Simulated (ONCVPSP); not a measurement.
**Which change was made? (I, ONCV)**

I, optimised norm-conserving Vanderbilt (ONCV), made with ONCVPSP 4.0.1 (PBE, fully relativistic). Core [Ar] 3d10, reference 4s2 4p6 4d10 5s2 5p5. Waves: 4s+5s: rc 1.20 bohr, ncon 4, nbas 7, qcut 8.2 1/bohr, 2 projectors; 4p+5p: rc 1.40 bohr, ncon 5, nbas 8, qcut 12.2 1/bohr, 2 projectors; 4d: rc 1.20 bohr, ncon 5, nbas 10, qcut 12.9 1/bohr, local. Local part: the d channel. Core correction: none.

Open shells are filled in proportion to 2j + 1.

Cutoffs, loose and tight: the cutoffs (Ha) at which the residual kinetic energy of the hardest occupied pseudo-wave falls to 1 and 0.1 mHa per electron. They do not see the model core or the augmentation charge, which bear on the density cutoff. Test errors are all-electron minus pseudo excitation energies from the reference, over the configurations 4s2 4p6 4d10 5s2 5p4; 4s2 4p6 4d10 5s2 5p3; 4s2 4p6 4d10 5s2 5p2; 4s2 4p5 4d10 5s2 5p5; variants that change the core or the reference have their own tests.

The base gives: outcome: generated, misses its reference levels by 1.03 eV; cutoff, loose: 57 Ha; cutoff, tight: 95 Ha; bound ghosts: none; GHOST(+) flags above zero: none; largest test error (meV): -32.

**Question.** After one change the result is: outcome: generated, misses its reference levels by 1.04 eV; cutoff, loose: 58 Ha; cutoff, tight: 69 Ha; bound ghosts: none; GHOST(+) flags above zero: s; largest test error (meV): -8.7. Which change was it?
A. s: qcut 10.3; p: qcut 15.3; d: qcut 16.1
B. reference 4s2 4p6 4d10 5s1 5p6
C. scalar-relativistic
D. p: rc 1.32

**Answer.** A. The others give: p: rc 1.32 → outcome: generated, misses its reference levels by 1.03 eV; cutoff, loose: 57 Ha; cutoff, tight: 95 Ha; bound ghosts: none; GHOST(+) flags above zero: none; largest test error (meV): -19 | scalar-relativistic → outcome: generated; cutoff, loose: 57 Ha; cutoff, tight: 95 Ha; bound ghosts: none; GHOST(+) flags above zero: none; largest test error (meV): -124 | reference 4s2 4p6 4d10 5s1 5p6 → outcome: generated, misses its reference levels by 1.04 eV; cutoff, loose: 57 Ha; cutoff, tight: 95 Ha; bound ghosts: none; GHOST(+) flags above zero: none; largest test error (meV): -218.
